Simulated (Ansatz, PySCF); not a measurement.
This singlet lies 0.93 eV below the relaxed triplet at the level frozen-core CCSD(T)/cc-pVTZ // PBE0-D3(BJ)/def2-TZVP (Ansatz, an electronic-structure program).

Cartesian coordinates (Å):
SMILES: O=[CH][GeH]
```xyz
5

O     -0.9303    -0.8179    -0.3025
C     -0.6089     0.3124     0.0366
Ge     0.9856    -0.4541     0.9236
H     -1.2441     1.1791    -0.2267
H      1.7977    -0.2194    -0.4312
```
Charge 0, spin multiplicity 1.

### Question
Estimate the HOMO–LUMO gap, LUMO, dipole moment, total energy and HOMO that PySCF with PBE0-D3(BJ)/def2-TZVP returns for this input.

### Answer

| Property | Result |
|---|---|
| HOMO–LUMO gap | 4.89 eV |
| LUMO | -1.98 eV |
| dipole moment | 1.89 D |
| total energy | -59623.49 eV |
| HOMO | -6.87 eV |
